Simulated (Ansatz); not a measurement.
C3H7ClSi can be A, `ClC[SiH]1CC1`, or B, `C=C([SiH3])CCl`.

Calculated with Ansatz (gas phase, PBE0-D4/def2-TZVP geometries, no zero-point term in ΔE). CCSD(T)/CBS adds triple-zeta CCSD(T) − MP2 to the extrapolated MP2 energy (def2 sets, frozen cores). DFT in def2-TZVPP. B3LYP here is the variant with VWN-RPA as its local correlation; programs differ in this. One conformer a species, not always the lowest.

A:

```xyz
12

Cl   -0.806    0.757    2.897
C    -0.661   -0.489    1.621
Si   -0.622    0.312   -0.073
C     0.339   -0.517   -1.412
C     1.001    0.751   -0.814
H     0.258   -1.046    1.804
H    -1.505   -1.169    1.739
H    -1.830    1.098   -0.395
H     0.000   -0.440   -2.440
H     0.843   -1.458   -1.214
H     1.076    1.609   -1.474
H     1.908    0.591   -0.239
```

B:

```xyz
12

C    -0.821    0.378    1.352
C    -0.107    0.167    0.248
Si    0.115   -1.570   -0.426
C     0.548    1.315   -0.445
Cl    0.054    1.413   -2.166
H    -1.276   -0.436    1.906
H    -0.975    1.379    1.751
H    -0.307   -2.526    0.632
H    -0.700   -1.801   -1.644
H     1.546   -1.794   -0.762
H     1.634    1.206   -0.460
H     0.289    2.269    0.014
```

Which isomer does CCSD(T)/CBS put lower? Give the gap. (Estimate.)

Computed: B, by 16.5 kJ/mol.

Give E(B) − E(A) in kJ/mol with ωB97M-V, HF/def2-TZVPP, CCSD(T)/def2-TZVPP, B3LYP, PBE-D4, B3LYP-D4, r2SCAN-D4. (An estimate is asked.)

Ansatz gave: ωB97M-V -7.4, HF/def2-TZVPP -43.6, CCSD(T)/def2-TZVPP -19.3, B3LYP -19.1, PBE-D4 -1.0, B3LYP-D4 -23.4, r2SCAN-D4 -2.2. None reverses the order clearly.

Largest T1 diagnostic: 0.011.

In def2-TZVPP, CCSD(T) changes the Hartree–Fock value by +24.3 kJ/mol (the triples alone add +0.2 kJ/mol) and MP2 by +33.1 kJ/mol. The D4 term adds −4.3 kJ/mol with B3LYP and −2.3 kJ/mol with PBE0; it sums over pairs of atoms, weighted by their polarisabilities, and B3LYP, whose exchange is more repulsive, gets the larger term.
